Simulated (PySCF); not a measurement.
C2H7NSn, neutral, multiplicity 1. Atoms are numbered in the order given.

```xyz
11

Sn     0.0304    -0.8863     0.0000
H     -1.7662    -0.9683     0.0000
N     -0.0110     1.1783     0.0000
C      1.2187     1.9439     0.0000
C     -1.1898     2.0191     0.0000
H      1.2916     2.6023     0.8895
H      1.2916     2.6023    -0.8895
H      2.0978     1.2805     0.0000
H     -1.2149     2.6820    -0.8893
H     -1.2149     2.6820     0.8893
H     -2.1029     1.4092     0.0000
```
Charge 0, spin multiplicity 1.

Geometry optimised at B3LYP-D3(BJ)/def2-SVP. The structure was generated by enumeration; whether it is a known compound was not checked. The def2 effective core potentials stand for the cores of Sn; spin–orbit coupling is left out.

Level of theory: B3LYP-D3(BJ)/def2-SVP in PySCF.

Frequencies are harmonic and unscaled.

| mode | ν (cm⁻¹) | IR (km/mol) | Raman (Å⁴/amu) | depolarisation | moving atoms (share of kinetic energy) |
|---|---|---|---|---|---|
| 1 | 191 | 5.3 | 0.6 | 0.75 | H 71 %, N 26 % |
| 2 | 238 | 0.0 | 0.1 | 0.75 | H 95 % |
| 3 | 249 | 0.7 | 0.9 | 0.27 | C 48 %, H 27 %, N 20 % |
| 4 | 306 | 7.1 | 16.0 | 0.35 | C 51 %, H 25 %, Sn 20 % |
| 5 | 314 | 15.6 | 2.5 | 0.75 | H 58 %, N 36 % |
| 6 | 330 | 3.1 | 19.5 | 0.75 | H 93 % |
| 7 | 524 | 15.5 | 19.9 | 0.19 | C 37 %, H 30 %, N 28 % |
| 8 | 640 | 43.7 | 31.4 | 0.75 | H 96 % |
| 9 | 990 | 92.2 | 48.1 | 0.49 | C 43 %, H 30 %, N 28 % |
| 10 | 1073 | 2.6 | 2.2 | 0.75 | H 69 %, C 26 % |
| 11 | 1102 | 0.6 | 2.2 | 0.75 | H 80 %, C 20 % |
| 12 | 1149 | 7.2 | 0.1 | 0.75 | H 69 %, C 19 %, N 12 % |
| 13 | 1221 | 48.4 | 11.9 | 0.74 | N 56 %, C 30 %, H 15 % |
| 14 | 1267 | 4.5 | 50.9 | 0.30 | H 45 %, N 31 %, C 24 % |
| 15 | 1424 | 1.3 | 28.2 | 0.75 | H 86 %, C 13 % |
| 16 | 1448 | 1.2 | 28.3 | 0.75 | H 97 % |
| 17 | 1449 | 37.7 | 5.6 | 0.55 | H 83 %, C 17 % |
| 18 | 1460 | 9.5 | 6.5 | 0.75 | H 97 % |
| 19 | 1470 | 20.8 | 11.4 | 0.64 | H 96 % |
| 20 | 1491 | 1.2 | 59.5 | 0.60 | H 96 % |
| 21 | 1650 | 458.7 | 199.2 | 0.41 | H 99 % |
| 22 | 2952 | 50.4 | 94.8 | 0.57 | H 97 % |
| 23 | 2959 | 193.5 | 447.9 | 0.05 | H 97 % |
| 24 | 2998 | 87.6 | 294.3 | 0.75 | H 91 %, C 9 % |
| 25 | 3005 | 8.7 | 56.4 | 0.75 | H 90 %, C 10 % |
| 26 | 3096 | 13.4 | 43.4 | 0.75 | H 91 %, C 9 % |
| 27 | 3134 | 6.5 | 36.6 | 0.74 | H 91 %, C 9 % |
